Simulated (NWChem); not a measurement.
# BeHSeBr; SMILES [SeH][Be][Br]

```xyz
4

Be     0.0030    -0.0320     0.0000
Br     0.0115    -1.9928     0.0000
Se     0.0303     1.9958     0.0000
H     -1.4442     2.0196     0.0000
```
Atoms are numbered in this order, from 1.

All runs: NWChem. All runs use the structure optimised with PBE0/def2-SVP. Level M06-2X/def2-SVP: energy and gradient on several grids; changes count from the extra-fine grid, which is no exact limit either.

```tsv
grid	size of the energy change (μHa)	largest change of a gradient component (μHa/bohr)
xcoarse	2000	5000
coarse	20	500
medium	< 10	300
fine	< 10	70
xfine	< 10	< 30
```
